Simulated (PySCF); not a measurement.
**C₆ coefficients of unlike pairs at UHF**

Calculated with PySCF 2.14 from the dipole response of each species, C₆(A,B) = (3/π) ∫ α_A(iu) α_B(iu) du, in atomic units, from isotropic polarisabilities. For ions this is the dispersion term alone; charge-induced terms of lower order in 1/R come first.

```json
{"species": "Ni⁺", "configuration": "[Ar] 3d9 (2D)", "basis": "dyall-av2z (16s12p7d2f)", "relativity": "spin-free X2C", "α (bohr³)": "5.647", "C₆ (like pair)": "17.95"}
{"species": "Re", "configuration": "[Xe] 4f14 5d5 6s2 (6S)", "basis": "aug-cc-pwCVDZ-PP with ECP60MDF (6s6p5d3f)", "relativity": "core potential", "α (bohr³)": "95.86", "C₆ (like pair)": "1112"}
{"species": "Co", "configuration": "[Ar] 3d7 4s2 (4F)", "basis": "def2-TZVPPD (6s6p4d2f1g)", "relativity": "none", "α (bohr³)": "72.86", "C₆ (like pair)": "661.0"}
{"species": "Hg⁺", "configuration": "[Xe] 4f14 5d10 6s1 (2S)", "basis": "x2c-TZVPPall with one added diffuse shell each of s, p, d, f type (12s8p8d4f1g)", "relativity": "spin-free X2C", "α (bohr³)": "24.23", "C₆ (like pair)": "173.9"}
```

(1) Estimate C₆ for Co with Re.

No spin-orbit coupling is included.

The other pairs:

| pair | C₆ |
| --- | --- |
| Hg⁺, Co | 306.9 |
| Co, Ni⁺ | 85.25 |
| Hg⁺, Re | 411.8 |
| Re, Ni⁺ | 117.3 |
| Hg⁺, Ni⁺ | 54.16 |

## Answers

(1) The integral gives 853.3. The combination rule 2 C_A C_B / (C_A α_B/α_A + C_B α_A/α_B) gives 857.4 and the geometric mean 857.4.
